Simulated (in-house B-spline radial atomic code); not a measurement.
# Ionising Co⁷⁺ with different functionals

Computed with a radial B-spline atomic code at the basis-set limit: four-component Dirac-Coulomb Hamiltonian, Fermi nucleus of rms radius 3.7875 fm, spin-restricted, spherical fractional occupations for the functionals. The ionisation energy is the difference of two self-consistent energies, [Ar] 3d2 → [Ar] 3d1, without Breit or QED terms; ε is the level of the shell that loses the electron (mean over j). The electron is taken from both j subshells in proportion to 2j + 1, so the result is a j average, not the step between ground levels.

Hybrids are left out here: with spherical fractional occupations of an open shell their exact exchange keeps a self-interaction that integer-occupation calculations don't have.

```json
{"method": "LDA VWN5", "rung": "LDA", "ΔSCF (eV)": "156.14", "-ε(3d) (eV)": "141.78"}
{"method": "relativistic LDA", "rung": "LDA", "ΔSCF (eV)": "156.17", "-ε(3d) (eV)": "141.80"}
{"method": "LDA PW92", "rung": "LDA", "ΔSCF (eV)": "156.13", "-ε(3d) (eV)": "141.77"}
{"method": "LDA exchange-only", "rung": "LDA", "ΔSCF (eV)": "154.02", "-ε(3d) (eV)": "139.69"}
{"method": "PBE", "rung": "GGA", "ΔSCF (eV)": "155.80", "-ε(3d) (eV)": "141.45"}
{"method": "PBEsol", "rung": "GGA", "ΔSCF (eV)": "155.76", "-ε(3d) (eV)": "141.41"}
{"method": "BLYP", "rung": "GGA", "ΔSCF (eV)": "155.75", "-ε(3d) (eV)": "141.40"}
{"method": "RPBE", "rung": "GGA", "ΔSCF (eV)": "155.70", "-ε(3d) (eV)": "141.36"}
{"method": "PW91", "rung": "GGA", "ΔSCF (eV)": "155.98", "-ε(3d) (eV)": "141.63"}
{"method": "BP86", "rung": "GGA", "ΔSCF (eV)": "155.88", "-ε(3d) (eV)": "141.53"}
{"method": "AM05", "rung": "GGA", "ΔSCF (eV)": "155.80", "-ε(3d) (eV)": "141.45"}
{"method": "OLYP", "rung": "GGA", "ΔSCF (eV)": "156.31", "-ε(3d) (eV)": "141.95"}
```

Q: How do they compare with the NIST value?

A: NIST lists 157.8 eV ± 0.6 (semi-empirical, ground level to ground level). Errors run from -3.78 to -1.49 eV. The correlated functionals all miss on the same side by more than they spread, so the cause is common to them (Breit-QED terms, spin polarisation, the choice among j levels, multiplet and fine-structure energies, or a listed next ion that isn't the cheapest removal here) and closeness doesn't rank the functionals.
